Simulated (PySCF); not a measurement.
# Polarisability and C₆ of Si⁺ (silicon, charge +1)

[Ne] 3s2 3p1, 2P determinant. Computed with PySCF 2.14 in ANO-RCC-VTZP (5s4p2d1f, 34 functions), with the spin-free X2C one-electron Hamiltonian (Gaussian nucleus). Coupled (time-dependent) response in atomic units; α is the mean over directions. The basis has no added diffuse functions, which lowers α and C₆.

```json
{"method": "UHF", "mean α (bohr³)": "19.35", "α xx, yy, zz": "18.90, 20.24, 18.90", "C₆ (like pair)": "103.9", "S(−4)": "147.6"}
{"method": "PBE", "mean α (bohr³)": "18.94", "α xx, yy, zz": "18.24, 20.33, 18.24", "C₆ (like pair)": "100.2", "S(−4)": "140.9"}
{"method": "PBE0", "mean α (bohr³)": "18.92", "α xx, yy, zz": "18.34, 20.08, 18.34", "C₆ (like pair)": "100.2", "S(−4)": "140.1"}
{"method": "M06", "mean α (bohr³)": "18.92", "α xx, yy, zz": "17.99, 20.78, 17.99", "C₆ (like pair)": "97.85", "S(−4)": "148.2"}
{"method": "PBEsol", "mean α (bohr³)": "19.01", "α xx, yy, zz": "18.26, 20.50, 18.26", "C₆ (like pair)": "100.7", "S(−4)": "142.2"}
```

S(−4) is the Cauchy moment in α(ω) = α(0) + S(−4) ω² + …

α(iu) at PBE0:

```csv
u (hartree),α(iu) (bohr³)
0,18.92
0.0500,18.57
0.100,17.62
0.200,14.63
0.300,11.43
0.500,6.776
0.750,3.818
1.00,2.396
1.50,1.188
2.00,0.7123
3.00,0.3459
5.00,0.1392
```

A single London oscillator, α(iu) = α/(1 + u²/ω²), gives C₆ = (3/4) ω α². Matching the computed C₆ needs ω = 4 × 100.2 / (3 × 18.92²) = 0.373 hartree.

For an ion, C₆ is the dispersion term alone; charge-induced terms of lower order in 1/R come first.

The components differ because the open shell of this determinant is not spherical; for a pure term their mean is the scalar polarisability.
